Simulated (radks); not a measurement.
Values are calculated unless marked as measured or tabulated.
Question: The silver ion Ag11+, configuration [Kr] (the NIST ground configuration). Code: a radial shooting solver on a logarithmic mesh with Libxc functionals. Model: Dirac Kohn-Sham, PBE, spin-unpolarised, spherical densities, point nucleus. Some entries of the table are withheld. Estimate them.

| orbital | occ. | eigenvalue (Ry) | <r> (bohr) |
|---|---|---|---|
| 1s1/2 | 2 | -1877.674 | 0.03111 |
| 2s1/2 | 2 | -291.0732 | 0.1345 |
| 2p1/2 | 2 | (1) | 0.1141 |
| 2p3/2 | 4 | (2) | 0.1192 |
| 3s1/2 | 2 | -66.88692 | 0.3670 |
| 3p1/2 | 2 | -59.19734 | 0.3584 |
| 3p3/2 | 4 | -56.90100 | 0.3692 |
| 3d3/2 | 4 | -43.34476 | 0.3409 |
| 3d5/2 | 6 | -42.87904 | 0.3443 |
| 4s1/2 | 2 | -22.16444 | 0.8479 |
| 4p1/2 | 2 | -19.53180 | (3) |
| 4p3/2 | 4 | -19.05000 | (4) |
| 4d3/2 | 0 | -14.73532 | 0.9771 |
| 4d5/2 | 0 | -14.65133 | 0.9831 |
| 5s1/2 | 0 | -10.58680 | 1.634 |

Answer: 
(1) 2p1/2 eigenvalue (Ry): -271.7034
(2) 2p3/2 eigenvalue (Ry): -258.8173
(3) 4p1/2 <r> (bohr): 0.8804
(4) 4p3/2 <r> (bohr): 0.9002
